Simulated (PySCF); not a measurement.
## Excitation energy of Ru⁺ by level of theory

Ru⁺ [Kr] 4d7 (4F) → Ru⁺ [Kr] 4d6 5p1 (high-spin determinant), as a difference of total energies. Computed with PySCF 2.14 in aug-cc-pwCVDZ-PP with ECP28MDF (6s6p5d3f, 70 functions), with a scalar-relativistic core potential. Correlated levels: valence and next inner shell: nothing frozen outside the core potential. The calculations carry no spin-orbit coupling.

```json
{"method": "UHF", "excitation energy (eV)": "4.687"}
{"method": "MP2 (valence and next inner shell)", "excitation energy (eV)": "5.334"}
{"method": "SCS-MP2 (valence and next inner shell)", "excitation energy (eV)": "5.540"}
{"method": "CCSD (valence and next inner shell)", "excitation energy (eV)": "5.286"}
{"method": "CCSD(T) (valence and next inner shell)", "excitation energy (eV)": "5.313"}
```

Problem. How much does correlation contribute at CCSD(T) (valence and next inner shell)?

Solution. 5.313 − (4.687) = 0.626 eV, measured against UHF.

The determinant of the upper state mixes LS terms, which raises its energy above the lowest term, most at the Hartree-Fock and MP2 levels.
